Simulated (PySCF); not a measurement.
**Potential energy of GaSb along the bond**

Set-up: basis Ga cc-pVTZ-PP with ECP10, Sb cc-pVTZ-PP with ECP28; scalar-relativistic core potentials; PySCF 2.14. Energies in eV from Ga + Sb in their ground configurations at the same level. State: ³Σ⁻ (triplet), unpaired electrons π ↑↑.

```
R (Å)    PBE0
2.393  -1.226
2.504  -1.545
2.615  -1.718
2.699  -1.777
2.782  -1.792
2.865  -1.773
2.977  -1.709
3.116  -1.585
3.283  -1.401
3.505  -1.134
```

Task: Put a parabola through the three lowest points of the PBE0 curve and estimate Re, k and ωe (reduced mass 43.9 u; 1 eV/Å² = 0.16022 mdyn/Å; ωe = 1302.8·√(k/μ) cm⁻¹).

Result: Through R = 2.699, 2.782, 2.865 Å the second-order coefficient is 2.47 eV/Å², so Re ≈ 2.777 Å, k ≈ 0.791 mdyn/Å and ωe ≈ 175 cm⁻¹. A polynomial fit of higher order to the unrounded PBE0 energies gives Re = 2.773 Å, k = 0.804 mdyn/Å, ωe = 176 cm⁻¹; anharmonicity and rounding make the difference.

The higher-order fit for each curve: PBE0: Re = 2.773 Å, ωe = 176 cm⁻¹, De = 1.79 eV.

Spin–orbit coupling is left out, which matters for elements this heavy, above all for dissociation energies. The state is the lowest determinant that a PBE0 search found; another state may lie lower at other levels.
